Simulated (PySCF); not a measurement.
**Static response to an electric field**

Compound: C₆H₉N₃.
Numbering: `[CH3:1][CH2:2][c:3]1[n:4][cH:5][n:6][c:7]([CH3:8])[n:9]1` (hydrogens: H10, H11, H12 on C1; H13, H14 on C2; H15 on C5; H16, H17, H18 on C8)

Structure used (GFN2-xTB), in Å, numbered top down from 1:
```xyz
18
C6H9N3 angstrom
C      2.618    0.599   -0.371
C      1.870    0.077    0.858
C      0.511   -0.387    0.452
N      0.371   -1.653    0.066
C     -0.847   -1.991   -0.312
N     -1.896   -1.192   -0.333
C     -1.666    0.055    0.070
C     -2.808    1.008    0.092
N     -0.479    0.495    0.467
H      2.079    1.434   -0.813
H      2.715   -0.188   -1.116
H      3.612    0.935   -0.087
H      2.414   -0.762    1.292
H      1.765    0.879    1.590
H     -0.998   -3.014   -0.636
H     -2.448    2.020   -0.068
H     -3.539    0.728   -0.660
H     -3.284    0.963    1.071
```

Level: PBE0/def2-SVPD (PySCF), static field, nuclei fixed, core orbitals frozen in the response. The polarisability tensor in these axes (au):

```
x   109.75  -1.17   4.39
y    -1.17  90.16   5.89
z     4.39   5.89  65.50
```

Diagonalise the tensor; give its mean and Δα, where Δα² is half the sum of the squared differences of the eigenvalues.

Principal values 63.72, 91.50 and 110.20 au; mean 88.47 au = 13.11 Å³ = 14.59 × 10⁻⁴⁰ C²·m²/J; Δα = 40.50 au (46 % of the mean).

What is the dipole moment, and where does it point?

(0.20, 0.76, 0.15) D, 0.80 D in size, pointing from the negative to the positive side. Measured along this direction, the outermost atoms are H15 at the negative end and H12 and H10 at the positive end.

Find the Langevin capture rate constant for H3+ (3.023 u) meeting this molecule (123.080 u), k = 2.342 × 10⁻⁹ cm³/s × √(α in Å³ / reduced mass in u).

The reduced mass is 2.95 u, so k = 4.94 × 10⁻⁹ cm³/s. The formula leaves out the permanent dipole, which adds to the capture rate.

Rayleigh depolarisation ratio (linearly polarised light, static tensor)?

ρ = 3Δα²/(45ᾱ² + 4Δα²) = 4921.8/(352220 + 6562.4) = 0.0137.

Sum over states: ᾱ = Σ f/ω², ω in Eh. What share falls to these 6 lowest TDDFT singlets (eV, f)? 4.62, 0.0050; 4.64, 0.0004; 4.72, 0.0000; 4.84, 0.0068; 6.18, 0.0053; 6.89, 0.0404.

They add up to 1.14 au, 1.3 % of the 88.47 au; the largest single term is 0.63 au, from the state at 6.89 eV. Terms in order: 0.17, 0.01, 0.00, 0.22, 0.10, 0.63 au. Higher excitations give the rest. The strengths listed sum to 0.058.

In a dilute gas of rigid molecules at 273 K, how does the orientational term μ²/3kT compare with the electronic polarisability?

In Gaussian units μ²/3kT = 5.72 Å³ against 13.11 Å³, a ratio of 0.44; the Debye molar polarisation (4π/3)N_A(α + μ²/3kT) is 47.5 cm³/mol, leaving out the vibrational part.

Give the eigenvalues of the traceless quadrupole moment Θ = ½Σq(3rr − r²1), origin at the centre of nuclear charge.

-2.18, -0.26, 2.44 D·Å. The values depend on the origin, since the dipole doesn't vanish. The electronic extent ⟨r²⟩ about the same centre is 1247 bohr², a root-mean-square distance of 2.30 Å for the 66 electrons.

One conformer (not necessarily the lowest) at the GFN2-xTB geometry, without solvent, vibrations or thermal averaging.
